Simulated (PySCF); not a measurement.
# Solvent effects on NMR parameters

Atom-mapped SMILES (the numbers label the heavy atoms): `[CH3:1][C:2](=[S:3])[B:4]1[CH:5]=[CH:6][CH:7]=[CH:8][CH:9]=[CH:10]1` (H(Xn): hydrogen on atom n).

GIAO PBE0/pcSseg-1 in PySCF 2.14 on one PBE0-D3(BJ)/def2-SVP conformer, non-relativistic, equivalent nuclei averaged. Solvents enter as an IEF-PCM continuum (cyclohexane with ε = 2.0, chloroform with ε = 4.7) around the gas-phase geometry. Shifts are referred to TMS, CS2, BF3·OEt2 computed in the same medium.

Gas phase, δ in ppm: C2 330.1, C5/C10 158.9, C6/C9 156.5, C7/C8 143.2, C1 46.8, S3 1201.5, B4 39.7, H(C6)/H(C9) 8.01, H(C5)/H(C10) 7.74, H(C7)/H(C8) 7.39, H(C1) 3.57. Dipole moment 3.77 D.

Q: How does each δ change in the continuum?

A: 
```tsv
atoms	environment	Δδ, cyclohexane	Δδ, chloroform
C2	thiocarbonyl carbon	+3.7	+6.7
C5/C10	alkene CH	-0.2	-0.4
C6/C9	alkene CH	+1.4	+2.6
C7/C8	alkene CH	+1.2	+2.2
C1	methyl carbon	+1.1	+2.1
S3	thione sulfur	-70.1	-130.6
B4	boron bonded to 3 C, in a 7-membered ring	+0.7	+1.3
H(C6)/H(C9)	hydrogen on an alkene CH	+0.14	+0.25
H(C5)/H(C10)	hydrogen on an alkene CH	+0.05	+0.08
H(C7)/H(C8)	hydrogen on an alkene CH	+0.16	+0.29
H(C1)	hydrogen on a methyl carbon	+0.08	+0.15
```

Changes are relative to the gas phase. The dipole moment becomes 4.44 D in cyclohexane, 5.03 D in chloroform.

Q: Which of the listed nuclei move most (in ppm), and what does the model miss?

A: S3 (thione sulfur, -130.6 ppm) in chloroform. A continuum only polarises the solute; specific hydrogen bonds, the anisotropy of aromatic solvents and changes of geometry or conformer are outside it.
